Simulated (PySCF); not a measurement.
SMILES F[SiH](F)c1ccc([Si](F)(F)F)cc1, GFN2-xTB optimised geometry.

```
18

Si    -2.19    -3.41    -4.91
F     -3.02    -4.64    -4.31
F     -1.04    -4.14    -5.74
C     -1.43    -2.44    -3.50
C     -2.09    -2.29    -2.28
C     -1.53    -1.57    -1.24
C     -0.28    -0.96    -1.39
C      0.39    -1.11    -2.61
C     -0.18    -1.83    -3.64
Si     0.47     0.03     0.00
F      0.09     1.57     0.00
F      0.05    -0.47     1.44
F      2.06     0.03     0.00
H     -3.05    -2.71    -5.84
H     -3.05    -2.76    -2.14
H     -2.06    -1.48    -0.31
H      1.35    -0.65    -2.74
H      0.36    -1.93    -4.57
```

Density from PBE0/def2-SVP in PySCF 2.14.0 at that geometry.

Minimum of the electron density along straight lines between bonded atoms, close to the bond critical point (lines longer than 1.1 times the sum of covalent radii, or with two minima, are not listed):

```
bond      length / Å  ρ at the minimum / e bohr⁻³  ∇²ρ there / e bohr⁻⁵  position (fraction from the first atom)
--------  ----------  ---------------------------  --------------------  ---------------------------------------
Si1–F2         1.599                        0.122                  1.14                                     0.42
Si1–F3         1.599                        0.122                  1.14                                     0.42
Si1–C4         1.878                        0.119                  0.33                                     0.38
C4–C5          1.395                        0.305                 -0.76                                     0.50
C5–C6          1.381                        0.314                 -0.81                                     0.50
C6–C7          1.396                        0.304                 -0.75                                     0.50
C7–C8          1.396                        0.304                 -0.75                                     0.50
C4–C9          1.395                        0.305                 -0.76                                     0.50
C8–C9          1.381                        0.314                 -0.81                                     0.50
C7–Si10        1.864                        0.123                  0.33                                     0.62
Si10–F11       1.589                        0.126                  1.19                                     0.42
Si10–F12       1.587                        0.127                  1.21                                     0.42
Si10–F13       1.587                        0.127                  1.21                                     0.42
Si1–H14        1.443                        0.126                  0.33                                     0.49
C5–H15         1.080                        0.286                 -1.10                                     0.64
C6–H16         1.080                        0.286                 -1.10                                     0.64
C8–H17         1.080                        0.286                 -1.10                                     0.64
C9–H18         1.080                        0.286                 -1.10                                     0.64
```
